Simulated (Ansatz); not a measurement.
# A substitution series on Sn: CH3 to F

On one Sn centre, n of the CH3 ligands are replaced by F. The HOMO–LUMO gap y in eV at wB97M-V/def2-TZVPP. Shapes, held fixed at every level: PBE0-D4/def2-TZVP. Programs: Ansatz 0.2.0.

```
  molecule  n  y (eV)
  Sn(CH3)4  0   11.89
Sn(CH3)2F2  2   12.14
 Sn(CH3)F3  3       ?
      SnF4  4   13.56
```

Question: Fit y = c + s·n to the known rows and predict Sn(CH3)F3.

Answer: 
1. Means of the 3 rows: n = 2.00000, y = 12.530.
2. Σ(Δn)² = 8, Σ(Δn·Δy) = 3.34, so the slope is 3.34/8 = 0.4175.
3. Intercept: 12.530 − (0.4175) × 2.00000 = 11.695. The largest residual of the fit is 0.39.
4. Sn(CH3)F3: 11.695 + (0.4175) × 3 = 12.95 eV.

The run gave 12.64 eV, so the prediction is off by +0.31 eV, within the scatter of the fit. The step per swap changes from +0.12 to +0.92 eV along the series, so a line misses the bend. Other levels give for Sn(CH3)F3: PBE-D4/def2-TZVPP 5.83; r2SCAN-D4/def2-TZVPP 6.49; r2SCAN0-D4/def2-TZVPP 8.81 eV. Orbital gaps aren't excitation energies, and the LUMO depends on the basis. The series runs otherwise at B3LYP-D4/def2-TZVPP, PBE-D4/def2-TZVPP, PBE0-D4/def2-TZVPP, SPW92/def2-TZVPP, r2SCAN-D4/def2-TZVPP, r2SCAN0-D4/def2-TZVPP. For atoms past krypton def2 sets carry core potentials with scalar relativity.
